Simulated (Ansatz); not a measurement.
A made-up structure of SiHBrO, closed shell:

```
4
angstrom
O 0.2199 -1.3214 1.0037
Si 0.1507 -0.1252 0.0844
Br 0.4723 -3.0732 1.5755
H 1.3006 0.5584 -0.5396
```

It is relaxed with PBE-D4/def2-SVP and then PBE0-D4/def2-TZVP (Ansatz 0.2.0). Atoms count as bonded within 1.22 times the sum of their covalent radii (H–H: 0.88 Å). The end point is not checked to be a true minimum.

Does its bonding change? (Judge from chemistry; the calculation decides.)

By the calculation: No: no bond forms or breaks.

Where it ends: The first stage lowers the energy by 1.27 eV in 11 steps. It ends as SiHBrO ([SiH][O][Br]):
| atom | x (Å) | y (Å) | z (Å) |
| --- | --- | --- | --- |
| O1 | -0.2410 | -1.2777 | 1.0047 |
| Si2 | 0.0187 | 0.1120 | 0.1622 |
| Br3 | 0.9090 | -2.6951 | 1.2780 |
| H4 | 1.4567 | -0.1007 | -0.3209 |

Labels in which every atom is bracketed show which atoms are joined, not bond orders.

For scale, one of the runs: PBE0-D4/def2-TZVP relaxation, 122 basis functions, launched by `ansatz run in.yaml --threads 2 --pin off --events-out ev --progress --plain --max-ram 4352MiB`. Hardware: 2 CPU threads of an Arm Neoverse V2, shared host. Wall time about 18 s.
